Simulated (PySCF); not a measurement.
## Vertical excitation energies

Compound: CH₆N₂Si.
Bonds: C1–N2 (double), N2–Si3, Si3–N4. Hydrogens: H5, H6 on C1; H7, H8 on Si3; H9, H10 on N4.

Level of theory: TDDFT CAM-B3LYP/def2-SVPD, vertical, gas phase, core orbitals frozen in the response in PySCF 2.14.0, density-fitted response routines. One conformer (not necessarily the lowest) at the PBE0-D3(BJ)/def2-SVP geometry, without solvent, vibrations or thermal averaging. Torsions of this conformer, `[CH2:1]=[N:2][SiH2:3][NH2:4]`: C1–N2–Si3–N4 -125°, H–N4–Si3–N2 77°, H–N4–Si3–N2 -64°.

```tsv
state	E (eV)	ν̃ (cm⁻¹)	f	main configurations (H = HOMO, L = LUMO)
S1	4.07	32800	0.0003	H→L (94%)
S2	6.54	52730	0.036	H-1→L (62%), H-1→L+1 (14%), H→L+1 (14%)
S3	6.78	54680	0.0091	H→L+1 (67%), H-1→L (15%)
S4	6.91	55720	0.018	H→L+2 (80%), H-1→L (8%)
S5	7.17	57820	0.012	H-1→L+1 (70%)
S6	7.72	62290	0.150	H-2→L (88%)
S7	7.93	63980	0.176	H→L+4 (69%), H→L+5 (11%)
S8	8.08	65160	0.025	H→L+3 (72%), H→L+5 (10%)
S9	8.31	67000	0.111	H→L+5 (32%), H-1→L+2 (16%), H-1→L+4 (15%)
S10	8.35	67370	0.036	H→L+6 (45%), H-1→L+2 (24%), H-1→L+4 (11%)
```

Triplets, Tamm–Dancoff:

```
state  E (eV)  λ (nm)  main configurations (H = HOMO, L = LUMO)
   T1    3.45   359.3                                 H→L (91%)
   T2    4.99   248.6                  H-2→L (50%), H-3→L (28%)
   T3    6.21   199.7   H-1→L (46%), H-1→L+1 (23%), H→L+1 (12%)
   T4    6.63   187.1     H→L+1 (63%), H-1→L (14%), H→L+2 (10%)
```

The lowest singlet lies at 4.07 eV (305 nm, ultraviolet) and is dark (f under 0.0005); its leading configuration is HOMO→LUMO (94%). The strongest level in the table is S7 at 7.93 eV (156 nm, f = 0.176). Löwdin shares by element: HOMO nitrogen 55% or more, carbon 15%, silicon 10%, hydrogen 6% or more; LUMO carbon 40%, nitrogen 32% or more, silicon 7%, hydrogen 7% or more. Orbital energies (eV): HOMO-3 -11.44, HOMO-2 -10.50, HOMO-1 -9.27, HOMO -8.40, LUMO 0.32, LUMO+1 1.32, LUMO+2 1.66. The listed states span 4.29 eV, and the widest gap between neighbours is 2.47 eV (S1 to S2). Weighted by f, the mean energy of these states is 7.83 eV. All these states lie below the vertical ionisation energy of 9.25 eV (ΔSCF). The window holds the lowest 10 singlets.

Time: 32 s of wall time. Hardware: an x86-64 server with one thread, shared host.
